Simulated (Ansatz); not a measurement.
```yaml
crystal:
  periodic: [false, false, false]
  atoms:
    - {symbol: C, position_ang: [1.427896, -0.338456, -0.351139]}
    - {symbol: N, position_ang: [0.573094, -0.343751, 0.200834]}
    - {symbol: Ge, position_ang: [0.437180, -1.236149, 0.950800]}
    - {symbol: Si, position_ang: [-0.342585, 0.291188, -0.094343]}
    - {symbol: C, position_ang: [-0.582719, 0.175571, -1.159380]}
    - {symbol: C, position_ang: [-1.180589, 0.088992, 0.571432]}
    - {symbol: C, position_ang: [0.028064, 1.360000, 0.065852]}
    - {symbol: H, position_ang: [1.499063, 0.305079, -0.667001]}
    - {symbol: H, position_ang: [1.246885, -0.729465, -0.923929]}
    - {symbol: H, position_ang: [1.757630, -0.445757, 0.072231]}
    - {symbol: H, position_ang: [0.323781, -2.006958, 0.310808]}
    - {symbol: H, position_ang: [-0.301027, -1.152223, 1.411329]}
    - {symbol: H, position_ang: [1.453729, -1.299270, 1.259563]}
    - {symbol: H, position_ang: [-0.086887, 0.302311, -1.559956]}
    - {symbol: H, position_ang: [-0.927387, -0.537522, -1.479341]}
    - {symbol: H, position_ang: [-1.238629, 0.564547, -1.554262]}
    - {symbol: H, position_ang: [-1.044954, 0.159681, 1.408457]}
    - {symbol: H, position_ang: [-1.644344, -0.621547, 0.490184]}
    - {symbol: H, position_ang: [-1.664661, 0.572829, 0.483809]}
    - {symbol: H, position_ang: [0.545225, 1.515786, -0.300580]}
    - {symbol: H, position_ang: [0.179259, 1.717850, 0.692988]}
    - {symbol: H, position_ang: [-0.460788, 1.769876, -0.100641]}
basis:
  gaussian: {orbitals: "6-31G*", nuclear_model: gaussian}
magnetization: {spin_polarized: true, initial_magnetization: 0}
hamiltonian: {xc: {name: PBE0-DH}}
accuracy: high
output: {forces: true}
```

```sh
$ ansatz run in.yaml --threads 5 --pin off --events-out ev --progress --plain --max-ram 66560MiB --backend cpu
```

Output, abridged:

```
Functional definition: PBE0-DH
3624 factors; integrals over basis functions are off by at most 4.8e-9 eV
mean field evaluation 1: about -69980.3787 eV, gradient 1.2e2 eV
mean field evaluation 2: about -69982.1916 eV, gradient 1.2e2 eV
mean field evaluation 4: about -70024.4111 eV, gradient 3.4e1 eV
mean field evaluation 8: about -70028.7443 eV, gradient 9.0e-1 eV
mean field evaluation 16: about -70028.8402 eV, gradient 6.2e-4 eV
mean field -70028.84024803 eV, -2573.5124118622 hartree, gradient 3.6e-8 eV, S^2 0.000000; 0 other end points of the search recorded, 0 dependent functions left out
19 core orbitals not correlated: weight in the atoms' cores, before any rotation towards them, 0.997 or more for the frozen orbitals, at most 0.001 for the correlated occupied ones
reference -70028.84025013 eV, -2573.5124119397 hartree; 27, 27 occupied and 113, 113 virtual orbitals, 3624 factors
second order -36.84605549 eV of doubles, -0.00000000 eV of singles
Total energy: -70033.44600707 eV, -2573.6816703852 hartree
Atom 0 at     1.427896    -0.338456    -0.351139 Å, force   -25.183202    14.757522   -71.288456 eV/Å
Atom 1 at     0.573094    -0.343751     0.200834 Å, force    24.569687    27.604492   -11.661328 eV/Å
Atom 2 at     0.437180    -1.236149     0.950800 Å, force    22.828810   -59.255581    46.909122 eV/Å
Atom 3 at    -0.342585     0.291188    -0.094343 Å, force    16.479328    -1.089451     4.781083 eV/Å
Atom 4 at    -0.582719     0.175571    -1.159380 Å, force   -57.774506   -19.648231   -60.078071 eV/Å
Atom 5 at    -1.180589     0.088992     0.571432 Å, force   -53.606332   -41.403832    62.859031 eV/Å
Atom 6 at     0.028064     1.360000     0.065852 Å, force    15.557873    24.674474    32.457836 eV/Å
Atom 7 at     1.499063     0.305079    -0.667001 Å, force     7.705616    36.410812   -18.113409 eV/Å
Atom 8 at     1.246885    -0.729465    -0.923929 Å, force    -5.261476   -25.144635   -34.145696 eV/Å
Atom 9 at     1.757630    -0.445757     0.072231 Å, force    81.389101   -24.501711    86.930584 eV/Å
Atom 10 at     0.323781    -2.006958     0.310808 Å, force    -3.909713   -28.915190   -21.488207 eV/Å
Atom 11 at    -0.301027    -1.152223     1.411329 Å, force   -51.947630     3.195118    36.385227 eV/Å
Atom 12 at     1.453729    -1.299270     1.259563 Å, force    25.146705    -3.665046    10.278192 eV/Å
Atom 13 at    -0.086887     0.302311    -1.559956 Å, force    48.477678    12.352231   -39.363121 eV/Å
Atom 14 at    -0.927387    -0.537522    -1.479341 Å, force    -4.945616   -14.543757    -5.335206 eV/Å
Atom 15 at    -1.238629     0.564547    -1.554262 Å, force   -11.035097     8.530285    -6.327722 eV/Å
Atom 16 at    -1.044954     0.159681     1.408457 Å, force     1.820039     1.734900    15.379568 eV/Å
Atom 17 at    -1.644344    -0.621547     0.490184 Å, force    -8.923838   -13.319625    -0.975220 eV/Å
Atom 18 at    -1.664661     0.572829     0.483809 Å, force   -34.348758    34.530406    -7.137375 eV/Å
Atom 19 at     0.545225     1.515786    -0.300580 Å, force    48.463872    14.905306   -35.042916 eV/Å
Atom 20 at     0.179259     1.717850     0.692988 Å, force     8.066456    15.839376    31.341419 eV/Å
Atom 21 at    -0.460788     1.769876    -0.100641 Å, force   -43.568999    36.952137   -16.365334 eV/Å
Dipole moment:    -0.355314     0.484242    -0.274854 e Å
```

Task: Something in this input is off. What?

Result: The geometry is squeezed to about two thirds of its size. The run converged. The result belongs to that input, not to the molecule as meant.
